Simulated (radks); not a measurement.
Values are calculated unless marked as measured or tabulated.
Kr0.75+, 35.25 electrons, occupied as [Ar] 3d10 4p6 4s(up 0.75, down 0.5) (fractional occupations, a model configuration). Level of theory: non-relativistic Kohn-Sham, PBE, spin-polarised, spherical densities, point nucleus (a radial shooting solver on a logarithmic mesh with Libxc functionals).

Unscreened Slater integrals over Kohn-Sham orbitals (eV). They are taken over the spin-up orbitals.

F0(4p,4p): 13.336
F2(4p,4p): 6.9476
F0(4p,4s): 14.344
G1(4p,4s): 9.5640
F0(4p,3d): 17.469
F2(4p,3d): 3.5319
G1(4p,3d): 1.1459
G3(4p,3d): 1.0653
F0(4s,4s): 15.640
F0(4s,3d): 20.042
G2(4s,3d): 1.5964
F0(3d,3d): 45.065
F2(3d,3d): 21.699
F4(3d,3d): 13.677
